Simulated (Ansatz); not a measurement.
Input for Ansatz (development build ahead of 0.2.0):

```yaml
crystal:
  periodic: [false, false, false]
  atoms:
    - { symbol: C, position_ang: [1.56, 0.0, 0.78] }
    - { symbol: C, position_ang: [0.78, 1.39153, 0.78] }
    - { symbol: C, position_ang: [-0.78, 1.39153, 0.78] }
    - { symbol: C, position_ang: [-1.56, 0.0, 0.78] }
    - { symbol: C, position_ang: [-0.78, -1.39153, 0.78] }
    - { symbol: C, position_ang: [0.78, -1.39153, 0.78] }
    - { symbol: C, position_ang: [1.56, 0.0, -0.78] }
    - { symbol: C, position_ang: [0.78, 1.39153, -0.78] }
    - { symbol: C, position_ang: [-0.78, 1.39153, -0.78] }
    - { symbol: C, position_ang: [-1.56, 0.0, -0.78] }
    - { symbol: C, position_ang: [-0.78, -1.39153, -0.78] }
    - { symbol: C, position_ang: [0.78, -1.39153, -0.78] }
    - { symbol: H, position_ang: [2.45, 0.0, 1.4] }
    - { symbol: H, position_ang: [1.225, 2.18542, 1.4] }
    - { symbol: H, position_ang: [-1.225, 2.18542, 1.4] }
    - { symbol: H, position_ang: [-2.45, 0.0, 1.4] }
    - { symbol: H, position_ang: [-1.225, -2.18542, 1.4] }
    - { symbol: H, position_ang: [1.225, -2.18542, 1.4] }
    - { symbol: H, position_ang: [2.45, 0.0, -1.4] }
    - { symbol: H, position_ang: [1.225, 2.18542, -1.4] }
    - { symbol: H, position_ang: [-1.225, 2.18542, -1.4] }
    - { symbol: H, position_ang: [-2.45, 0.0, -1.4] }
    - { symbol: H, position_ang: [-1.225, -2.18542, -1.4] }
    - { symbol: H, position_ang: [1.225, -2.18542, -1.4] }
basis:
  gaussian: { orbitals: "6-31G" }
hamiltonian:
  xc: hf
```

The input is written out in the form of the current development build from the run's settings.

Results

```yaml
Converged: yes
Total_energy: -460.97928 hartree
Spin_squared_of_the_determinant: 0.000
```
